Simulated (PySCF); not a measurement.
Isomers of C10H10O.

All values: PBE0/pcSseg-1 (PySCF) at GFN2-xTB geometries, gas phase, one conformer each.

Question: Rank by HOMO–LUMO gap, lowest first.
A. `[CH3:1][C:2]#[C:3][c:4]1[cH:5][cH:6][c:7]([O:8][CH3:9])[cH:10][cH:11]1` with C6–C7–O8–C9 0°
B. `[O:1]=[C:2]([c:3]1[cH:4][cH:5][cH:6][cH:7][cH:8]1)[CH:9]1[CH2:10][CH2:11]1` with O1–C2–C3–C4 -146°, O1–C2–C9–C10 45°
C. `[CH:1]#[C:2]/[CH:3]=[CH:4]\[CH:5]=[C:6](/[CH:7]=[CH2:8])[C:9]([CH3:10])=[O:11]` with C3–C4–C5–C6 180°, C5–C6–C7–C8 -143°, C5–C6–C9–C10 -150°
D. `[CH2:1]=[CH:2][c:3]1[cH:4][cH:5][c:6]([C:7]([CH3:8])=[O:9])[cH:10][cH:11]1` with C1–C2–C3–C4 179°, C5–C6–C7–C8 1°
E. `[CH2:1]=[CH:2][C@H:3]1[O:4][CH2:5][c:6]2[cH:7][cH:8][cH:9][cH:10][c:11]21` with C1–C2–C3–O4 139°
F. `[CH:1]1=[CH:2][CH2:3][CH2:4][C:5]([c:6]2[cH:7][cH:8][cH:9][o:10]2)=[CH:11]1` with C4–C5–C6–C7 0°, C1–C2–C3–C4 32°, C2–C3–C4–C5 -45°, C3–C4–C5–C6 -151°, C2–C1–C11–C5 -14°

Answer: C (4.08 eV), F (4.25 eV), D (4.94 eV), A (5.59 eV), B (5.83 eV), E (6.38 eV).

Question: Rank by the lowest Hirshfeld charge on any atom, lowest value first.
A. 3-methyl-1-indanone (`C[C@H]1CC(=O)c2ccccc21`)
B. `[O:1]=[C:2]([c:3]1[cH:4][cH:5][cH:6][cH:7][cH:8]1)[CH:9]1[CH2:10][CH2:11]1` with O1–C2–C3–C4 -146°, O1–C2–C9–C10 45°
C. `[CH3:1][C:2]#[C:3][c:4]1[cH:5][cH:6][c:7]([O:8][CH3:9])[cH:10][cH:11]1` with C6–C7–O8–C9 0°
D. `[CH2:1]=[CH:2][C@H:3]1[O:4][CH2:5][c:6]2[cH:7][cH:8][cH:9][cH:10][c:11]21` with C1–C2–C3–O4 139°
E. `[CH:1]1=[CH:2][CH2:3][CH2:4][C:5]([c:6]2[cH:7][cH:8][cH:9][o:10]2)=[CH:11]1` with C4–C5–C6–C7 0°, C1–C2–C3–C4 32°, C2–C3–C4–C5 -45°, C3–C4–C5–C6 -151°, C2–C1–C11–C5 -14°
F. `[CH:1]#[C:2][c:3]1[cH:4][cH:5][c:6]([O:7][CH3:8])[c:9]([CH3:10])[cH:11]1` with C5–C6–O7–C8 0°

Answer: A (-0.252 e), B (-0.232 e), D (-0.153 e), F (-0.122 e), C (-0.108 e), E (-0.091 e).

Question: Rank by HOMO energy, highest first.
A. `[CH2:1]=[CH:2]/[CH:3]=[CH:4]/[C:5](=[CH2:6])[c:7]1[cH:8][cH:9][cH:10][o:11]1` with C1–C2–C3–C4 179°, C3–C4–C5–C6 157°, C4–C5–C7–C8 -30°
B. `[CH:1]#[C:2]/[CH:3]=[CH:4]\[CH:5]=[C:6](/[CH:7]=[CH2:8])[C:9]([CH3:10])=[O:11]` with C3–C4–C5–C6 180°, C5–C6–C7–C8 -143°, C5–C6–C9–C10 -150°
C. `[CH:1]1=[CH:2][CH2:3][CH2:4][C:5]([c:6]2[cH:7][cH:8][cH:9][o:10]2)=[CH:11]1` with C4–C5–C6–C7 0°, C1–C2–C3–C4 32°, C2–C3–C4–C5 -45°, C3–C4–C5–C6 -151°, C2–C1–C11–C5 -14°
D. `[CH2:1]=[CH:2][c:3]1[cH:4][cH:5][c:6]([C:7]([CH3:8])=[O:9])[cH:10][cH:11]1` with C1–C2–C3–C4 179°, C5–C6–C7–C8 1° (1-(4-vinyl-phenyl)-ethanone)
E. `[O:1]=[CH:2][c:3]1[cH:4][cH:5][c:6]2[c:7]([cH:8]1)[CH2:9][CH2:10][CH2:11]2` with O1–C2–C3–C4 0°, C6–C7–C9–C10 17°, C7–C9–C10–C11 -26°, C9–C10–C11–C6 26°, C5–C6–C11–C10 165°
F. `[CH:1]#[C:2][c:3]1[cH:4][cH:5][c:6]([O:7][CH3:8])[c:9]([CH3:10])[cH:11]1` with C5–C6–O7–C8 0°

Answer: C (-5.56 eV), A (-6.03 eV), F (-6.21 eV), B (-6.56 eV), D (-6.94 eV), E (-7.18 eV).

All values together:

```tsv
SMILES	μ (D)	HOMO (eV)	LUMO (eV)	lowest IAO charge (e)	highest IAO charge (e)	lowest Hirshfeld charge (e)	highest Hirshfeld charge (e)
C#Cc1cccc(OCC)c1	1.31	-6.51	-0.96	-0.421 (C)	+0.207 (C)	-0.119 (C)	+0.091 (H)
O=Cc1ccc2c(c1)CCC2	4.35	-7.18	-1.68	-0.404 (O)	+0.250 (C)	-0.231 (O)	+0.114 (C)
C#C/C=C\C=C(/C=C)C(C)=O	2.85	-6.56	-2.48	-0.476 (C)	+0.374 (C)	-0.235 (O)	+0.160 (C)
C[C@H]1CC(=O)c2ccccc21	3.64	-7.13	-1.61	-0.424 (O)	+0.374 (C)	-0.252 (O)	+0.150 (C)
C#Cc1ccc(OC)c(C)c1	2.22	-6.21	-0.60	-0.422 (C)	+0.200 (H)	-0.122 (C)	+0.088 (H)
CC#Cc1ccc(OC)cc1	1.34	-6.02	-0.43	-0.434 (C)	+0.204 (C)	-0.108 (O)	+0.076 (C)
C=C/C=C/C(=C)c1ccco1	0.67	-6.03	-1.47	-0.315 (C)	+0.173 (H)	-0.102 (C)	+0.064 (H)
C1=CCCC(c2ccco2)=C1	0.95	-5.56	-1.30	-0.262 (C)	+0.173 (H)	-0.091 (C)	+0.064 (H)
O=C(c1ccccc1)C1CC1	2.91	-7.29	-1.46	-0.438 (O)	+0.373 (C)	-0.232 (O)	+0.158 (C)
C=C(C)c1ccc(C=O)cc1	3.72	-7.05	-2.02	-0.426 (C)	+0.250 (C)	-0.228 (O)	+0.115 (C)
C=C[C@H]1OCc2ccccc21	1.68	-6.90	-0.51	-0.407 (O)	+0.156 (H)	-0.153 (O)	+0.052 (H)
C=Cc1ccc(C(C)=O)cc1	3.24	-6.94	-2.00	-0.479 (C)	+0.379 (C)	-0.232 (O)	+0.160 (C)
```

Conformers: `[CH:1]#[C:2][c:3]1[cH:4][cH:5][cH:6][c:7]([O:8][CH2:9][CH3:10])[cH:11]1` with C6–C7–O8–C9 180°, C7–O8–C9–C10 180°; `[O:1]=[CH:2][c:3]1[cH:4][cH:5][c:6]2[c:7]([cH:8]1)[CH2:9][CH2:10][CH2:11]2` with O1–C2–C3–C4 0°, C6–C7–C9–C10 17°, C7–C9–C10–C11 -26°, C9–C10–C11–C6 26°, C5–C6–C11–C10 165°; `[CH:1]#[C:2]/[CH:3]=[CH:4]\[CH:5]=[C:6](/[CH:7]=[CH2:8])[C:9]([CH3:10])=[O:11]` with C3–C4–C5–C6 180°, C5–C6–C7–C8 -143°, C5–C6–C9–C10 -150°; `[CH:1]#[C:2][c:3]1[cH:4][cH:5][c:6]([O:7][CH3:8])[c:9]([CH3:10])[cH:11]1` with C5–C6–O7–C8 0°; `[CH3:1][C:2]#[C:3][c:4]1[cH:5][cH:6][c:7]([O:8][CH3:9])[cH:10][cH:11]1` with C6–C7–O8–C9 0°; `[CH2:1]=[CH:2]/[CH:3]=[CH:4]/[C:5](=[CH2:6])[c:7]1[cH:8][cH:9][cH:10][o:11]1` with C1–C2–C3–C4 179°, C3–C4–C5–C6 157°, C4–C5–C7–C8 -30°; `[CH:1]1=[CH:2][CH2:3][CH2:4][C:5]([c:6]2[cH:7][cH:8][cH:9][o:10]2)=[CH:11]1` with C4–C5–C6–C7 0°, C1–C2–C3–C4 32°, C2–C3–C4–C5 -45°, C3–C4–C5–C6 -151°, C2–C1–C11–C5 -14°; `[O:1]=[C:2]([c:3]1[cH:4][cH:5][cH:6][cH:7][cH:8]1)[CH:9]1[CH2:10][CH2:11]1` with O1–C2–C3–C4 -146°, O1–C2–C9–C10 45°; `[CH2:1]=[C:2]([CH3:3])[c:4]1[cH:5][cH:6][c:7]([CH:8]=[O:9])[cH:10][cH:11]1` with C1–C2–C4–C5 -145°, C6–C7–C8–O9 1°; `[CH2:1]=[CH:2][C@H:3]1[O:4][CH2:5][c:6]2[cH:7][cH:8][cH:9][cH:10][c:11]21` with C1–C2–C3–O4 139°; `[CH2:1]=[CH:2][c:3]1[cH:4][cH:5][c:6]([C:7]([CH3:8])=[O:9])[cH:10][cH:11]1` with C1–C2–C3–C4 179°, C5–C6–C7–C8 1°.
